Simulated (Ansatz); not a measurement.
Nb2S2⁺, relaxed as a quartet with UKS PBE-D4/def2-SVP in Ansatz, starting from the PBE-D4/def2-SVP geometry of the charge +1 doublet. Force threshold 0.02 eV/Å.

In the def2 sets Nb takes a core potential; there is no spin–orbit coupling. At PBE-D4/def2-SVP a doublet of charge 1 lies 0.71 eV below the quartet, each at its own geometry. The structure comes from a short search, and lower isomers may exist.

Start:

Cartesian coordinates in Å:
```
Nb -0.106 -1.255 -0.155
Nb -0.889 0.840 0.342
S 0.911 -0.033 1.578
S 0.084 0.448 -1.764
```

Question: Estimate the energy that the relaxation releases and the steps that it takes.

Answer: 7.0 kcal/mol, in 4 steps; 8 s on 4 threads of Intel Xeon 6975P-C on a shared host. No frequencies were taken in this run, so the end may be a saddle point.

Question: Does the start keep its bonding and symmetry?

Answer: By distances, no bond broke or formed. The bond that changes most is Nb2–S4, from 2.35 to 2.34 Å (atoms count from 1). Point group C2v at the start, C2v at the end, both within 0.05 Å.

Question: Predict the relaxed structure.

Answer: 
```xyz
4

Nb   -0.064   -1.330   -0.176
Nb   -0.906    0.925    0.358
S     0.885   -0.030    1.522
S     0.086    0.435   -1.704
```
Bond lengths (bridged metal pairs left out): 4 × Nb–S 2.34 Å.
